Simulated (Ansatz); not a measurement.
Born–Oppenheimer molecular dynamics of FGe2H7O3 (13 atoms, charge 0, multiplicity 1). It starts at the highest image of a converged band. Of that band: Neighbouring images differ by up to 1.2 eV, so the band resolves the path poorly. A vibrational analysis at the climbing image gives one clearly imaginary mode, 818i cm⁻¹: a first-order saddle point.

Computed with Ansatz, RKS PBE/def2-SVP.

```json
{
 "ensemble": "NVE (velocity Verlet)",
 "time step": "0.5 fs",
 "steps asked": "200",
 "starting velocities drawn for": "100 K",
 "seed": "7713"
}
```

First frame:

```xyz
13
Properties=species:S:1:pos:R:3
Ge 0.243 0.316 0.008
Ge 0.078 0.020 2.825
H -1.452 -0.253 2.805
H 0.828 -1.325 2.985
H 0.364 0.904 4.076
O 1.692 -0.184 -0.887
H 1.569 -1.126 -1.123
O -0.965 1.403 -0.729
H -1.619 0.842 -1.192
O -0.577 -1.312 0.086
H -1.391 -1.287 0.625
F 1.194 1.900 0.700
H 0.794 1.243 1.656
```

**Question.** How far do the bonds stretch over the last three quarters of this one trajectory? (Pairs bonded in most of those frames.)

**Answer.** 
```json
{"bond": "Ge1–Ge2", "mean (Å)": "2.613", "spread (Å)": "0.210", "shortest": "2.27", "longest": "2.88"}
{"bond": "Ge1–O6", "mean (Å)": "1.795", "spread (Å)": "0.005", "shortest": "1.79", "longest": "1.80"}
{"bond": "Ge1–O8", "mean (Å)": "1.799", "spread (Å)": "0.005", "shortest": "1.78", "longest": "1.80"}
{"bond": "Ge1–O10", "mean (Å)": "1.819", "spread (Å)": "0.034", "shortest": "1.78", "longest": "1.87"}
{"bond": "Ge2–H3", "mean (Å)": "1.553", "spread (Å)": "0.003", "shortest": "1.55", "longest": "1.56"}
{"bond": "Ge2–H4", "mean (Å)": "1.551", "spread (Å)": "0.018", "shortest": "1.52", "longest": "1.58"}
{"bond": "Ge2–H5", "mean (Å)": "1.558", "spread (Å)": "0.015", "shortest": "1.53", "longest": "1.58"}
{"bond": "O6–H7", "mean (Å)": "0.979", "spread (Å)": "0.008", "shortest": "0.96", "longest": "0.99"}
{"bond": "O8–H9", "mean (Å)": "0.980", "spread (Å)": "0.010", "shortest": "0.96", "longest": "1.00"}
{"bond": "O10–H11", "mean (Å)": "0.976", "spread (Å)": "0.002", "shortest": "0.97", "longest": "0.98"}
{"bond": "F12–H13", "mean (Å)": "0.951", "spread (Å)": "0.020", "shortest": "0.92", "longest": "1.01"}
```

Pairs bonded in part of these frames only: Ge1–F12 14 %.

Mean temperature of the second half: 675 K. The conserved energy stayed within 0.031 meV per atom of its start (net change 0.019 meV per atom), so the integration is sound. The kinetic energy rose, since the run started high on the potential surface and went downhill. It ends in pieces (FH + Ge2H6O3), so much of that is their flight and rotation, not heat. A run of 0.1 ps of so small a system gives no equilibrium averages. The orbitals stay closed-shell, which can raise the energy where a bond breaks towards radicals; this wasn't checked here.

Run time: 6.8 min on 4 threads of Arm Neoverse V2, with other jobs on the host, peak memory 0.24 GiB.
